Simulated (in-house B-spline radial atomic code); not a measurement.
Response and correlation of the strontium ion Sr²⁺

Closed shell [Ar] 3d10 4s2 4p6. Computed with a B-spline radial code for spherical atoms: Dirac-Hartree-Fock, relativistic RPA (time-dependent Dirac-Hartree-Fock) for the response and second-order many-body perturbation theory for correlation, no-pair Dirac-Coulomb Hamiltonian, finite nucleus.

| multipole (bohr³, bohr⁵, bohr⁷) | uncoupled | coupled RPA |
| --- | --- | --- |
| dipole | 6.1447 | 5.8125 |
| quadrupole | 14.193 | ? |
| octupole | 85.974 | 113.71 |

Q: What is the coupled quadrupole polarisability?

A: 17.147 atomic units, +21 % against the uncoupled value.

Q: Which subshells carry the dipole polarisability?

A: 4p3/2 68.2 %, 4p1/2 30.4 %, 4s1/2 0.9 %.

Q: What does the dipole shielding factor come to?

A: The dipole shielding factor is 0.947, against the exact N/Z = 36/38 = 0.947 of the non-relativistic theorem.

Dipole polarisability at imaginary frequency:

```csv
u (Eh),α(iu) (bohr³)
0,5.813
0.26,5.497
0.779,3.878
1.56,2.023
2.6,1.011
5.2,0.3601
10.4,0.1311
26,0.03164
```

Q: What dispersion coefficients follow for two such ions (the dispersion part alone)?

A: C6 = (3/π)∫α(iu)²du = 28.89 hartree·bohr⁶ and C8 = 479.9 hartree·bohr⁸.

Lowest J = 1 odd-parity excitations:

```json
{"energy (eV)": "21.563", "oscillator strength": "0.00172", "leading channel": "4p3/2 → d3/2", "weight": "0.626"}
{"energy (eV)": "24.194", "oscillator strength": "0.254", "leading channel": "4p3/2 → s1/2", "weight": "0.925"}
{"energy (eV)": "24.507", "oscillator strength": "0.105", "leading channel": "4p1/2 → d3/2", "weight": "0.465"}
{"energy (eV)": "25.366", "oscillator strength": "0.366", "leading channel": "4p1/2 → s1/2", "weight": "0.934"}
{"energy (eV)": "28.438", "oscillator strength": "3.9", "leading channel": "4p3/2 → d5/2", "weight": "0.514"}
{"energy (eV)": "33.161", "oscillator strength": "0.00155", "leading channel": "4p3/2 → d3/2", "weight": "0.738"}
{"energy (eV)": "33.267", "oscillator strength": "0.1", "leading channel": "4p3/2 → s1/2", "weight": "0.966"}
{"energy (eV)": "33.994", "oscillator strength": "0.325", "leading channel": "4p3/2 → d5/2", "weight": "0.609"}
```

Second-order correlation energy by the highest angular momentum of the excited pair (hartree): s -0.02331, p -0.2166, d -0.7029, f -0.6084, g -0.2029, h -0.08596, i -0.03921, k -0.01992.

Q: What is the second-order correlation energy at the partial-wave limit?

A: The listed waves sum to -1.8992 hartree; extrapolating the increments as (l + 1/2)⁻⁴ gives -1.9399 hartree, -1.47 eV per electron.
